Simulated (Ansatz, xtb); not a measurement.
**Two structures of CH3CaP**

Structure a: the triplet with the links of `[CH2]1[PH][Ca]1`. Structure b: a singlet given by its coordinates. Both are isolated molecules in the gas phase, relaxed with PBE0-D3(BJ)/def2-SVP.

a (Å):

```xyz
6

C    -0.9327    0.8569   -0.0323
Ca    0.0947   -0.6849    1.6917
P     0.7325    1.4595   -0.0635
H    -1.3845    0.3301   -0.8836
H    -1.6525    1.4689    0.5325
H     1.2320    0.5638   -1.0706
```

b (Å):

```xyz
6

C     0.0425   -0.5951   -1.1604
Ca   -0.5909    0.5921    1.1260
P    -1.6284   -0.7594   -0.9924
H     0.8001   -0.1018   -0.4893
H     1.2414    1.1874    1.6943
H     0.5950   -0.9945   -2.0245
```

Close contacts (Å): C1–Ca2 2.65, C1–P3 1.69, Ca2–P3 2.72, C1–H4 1.13, C1–H6 1.10, Ca2–H4 2.24, Ca2–H5 2.01.

Question: Estimate which is lower in electronic energy at CCSD(T)/def2-TZVPP, and by roughly how much.

Answer: The CCSD(T)/def2-TZVPP calculation puts structure a lower, by 1.71 kcal/mol.

The same difference at several levels:

| level | geometry | E(b) − E(a) (kcal/mol) | departure from the last row (kcal/mol) | job, with rough time for the two |
| --- | --- | --- | --- | --- |
| PBE0-D3(BJ)/def2-SVP | PBE0-D3(BJ)/def2-SVP | +5.15 | +3.44 | optimisation, 92 s |
| HF/def2-TZVPP | PBE0-D3(BJ)/def2-SVP | +17.09 | +15.38 | part of the CCSD(T) run |
| MP2/def2-TZVPP | PBE0-D3(BJ)/def2-SVP | +2.79 | +1.08 | part of the CCSD(T) run |
| CCSD(T)/def2-TZVPP | PBE0-D3(BJ)/def2-SVP | +1.71 |  | single point, 3.4 min |

None of the levels shown reverses the order. The largest departure from CCSD(T)/def2-TZVPP is that of HF/def2-TZVPP, 15.38 kcal/mol. Levels run at GFN2-xTB geometries aren't shown. The triplet state of a needn't be its ground state.

With harmonic frequencies from PBE0-D3(BJ)/def2-SVP (ideal gas, rigid rotor, one conformer each, 298.15 K, 1 atm): on the last row, ΔE + ΔZPE = −0.71, ΔH = −0.30, ΔG = −0.63 kcal/mol. The zero-point term alone reverses the order. The free energy reverses the electronic order.

Open shells are spin-unrestricted. The correlated steps freeze 11 core orbitals; the last core shell of Ca is correlated, in a basis made for valence electrons. ΔG holds the spin degeneracy. Mirror images aren't counted in ΔG. Programs: Ansatz 0.2.0; the last row on 1 thread of Arm Neoverse V1 on a shared host.
